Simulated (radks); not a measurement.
Trend from Zr3+ to Cd3+: ionisation energy by Delta-SCF between NIST ground configurations, and size. Method: scalar-relativistic Kohn-Sham, BLYP, spin-polarised, spherical densities, finite nucleus; open shells are filled with parallel spins first (spin-orbit coupling, left out, can overturn this in heavy ions); Fermi nuclear charge, rms radius of each element as measured or else 0.836 A^(1/3) + 0.57 fm; computed with a radial shooting solver on a logarithmic mesh with Libxc functionals.

species,configuration,IE (eV),NIST (eV),kind,-e(HOMO) (eV),outermost,<r> outermost (bohr)
Zr3+,[Kr] 4d1,34.342,34.418,exp.,28.481 (4d),4d,1.84
Nb3+,[Kr] 4d2,37.348,37.61,exp.,31.144 (4d),4d,1.72
Mo3+,[Kr] 4d3,40.221,40.3,semi-emp.,33.692 (4d),4d,1.61
Tc3+,[Kr] 4d4,42.999,41,theory,36.158 (4d),4d,1.51
Ru3+,[Kr] 4d5,45.705,45,theory,38.562 (4d),4d,1.43
Rh3+,[Kr] 4d6,44.661,42,theory,37.579 (4d),4d,1.39
Pd3+,[Kr] 4d7,47.576,46,theory,40.198 (4d),4d,1.32
Ag3+,[Kr] 4d8,50.448,49,theory,42.767 (4d),4d,1.26
Cd3+,[Kr] 4d9,53.266,51,theory,45.286 (4d),4d,1.20

Reference values: NIST Atomic Spectra Database (exp. = measured, semi-emp. = semi-empirical, theory = theoretical value adopted there). Open shells are spherical and high-spin; term and fine-structure splittings are not resolved.
